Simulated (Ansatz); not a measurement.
A series at Si: from `O[SiH2]O[SiH](O)O`, ligands are replaced one by one, each step taking up H–F and setting free H₂O; n counts the steps. Ansatz, PBE0-D4/def2-TZVP geometries. Each molecule was computed in one conformer, which needn't be the lowest.

```tsv
n	molecule	HOMO energy, ωB97M-V/def2-TZVPP (eV)
0	`O[SiH2]O[SiH](O)O`	-11.10
1	`O[SiH](O)O[SiH2]F`	-11.32
2	`O[SiH](F)O[SiH2]F`	-11.67
3	`F[SiH2]O[SiH](F)F`	?
```

Question: By hand: fit a straight line y = ȳ + b (n − n̄) to the 3 given rows and predict n = 3.

Answer: n̄ = 1.000, ȳ = -11.363; Σ(n − n̄)(y − ȳ) = -0.570, Σ(n − n̄)² = 2.000, so b = -0.285 eV a step. Prediction: -11.363 + (-0.285) × (2.000) = -11.93 eV.

Question: By hand: compare with the computed value, -11.90 eV, and give the steps along the whole series.

Answer: The line misses by 0.03 eV (computed minus predicted). Steps: -0.22, -0.35, -0.23 eV.

The steps differ by up to 0.13 eV without a steady trend. The highest orbital can change its character along such a series. The miss is 3.7 % of the series' range.
